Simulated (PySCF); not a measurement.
## Excitation energies in several basis sets

Species: C2H5NO2Si2.
SMILES: `C1[Si@@H](C#N)O[SiH2]O1`

TDDFT with PBE0 (PySCF), vertical singlets, core orbitals frozen in the response, spherical d and f functions. Geometry: PBE0-D3(BJ)/def2-SVP; no solvent, vibrations or thermal averaging.

```csv
basis,functions,diffuse,S1 (eV),S2 (eV),S3 (eV),S4 (eV),S5 (eV),LUMO (eV),α (au)
6-31G*,116,no,6.31,6.32,6.95,6.99,7.12,-1.00,65.0
def2-SVP,131,no,6.35,6.36,7.00,7.03,7.07,-1.06,67.2
6-31+G*,144,yes,6.17,6.19,6.84,6.88,6.91,-1.36,73.0
def2-SVPD,194,yes,6.23,6.24,6.89,6.92,6.94,-1.32,78.1
aug-cc-pVDZ,214,yes,6.18,6.19,6.80,6.80,6.89,-1.31,79.8
def2-TZVP,259,no,6.14,6.22,6.85,6.86,6.94,-1.30,75.3
```

Task: How much do these states and the polarisability depend on the basis?

Result: States are compared by their number. Against the largest diffuse basis here (aug-cc-pVDZ, itself not a converged limit), sets without diffuse functions differ by up to 0.17 eV in S1 and 0.23 eV in S5; the smaller diffuse sets differ by up to 0.05 and 0.05 eV. S1 is led by HOMO-1→LUMO (89%) in def2-TZVP and by HOMO→LUMO (85%) in aug-cc-pVDZ. State by state, the largest deviation of a set without diffuse functions is S1 0.17, S2 0.17, S3 0.20, S4 0.23, S5 0.23 eV. The same number needn't mean the same state in each row. Against aug-cc-pVDZ the polarisability deviates by -19% in 6-31G*, -16% in def2-SVP, -9% in 6-31+G*, -2% in def2-SVPD, -6% in def2-TZVP. A single + in a Pople set puts diffuse functions on heavy atoms only.
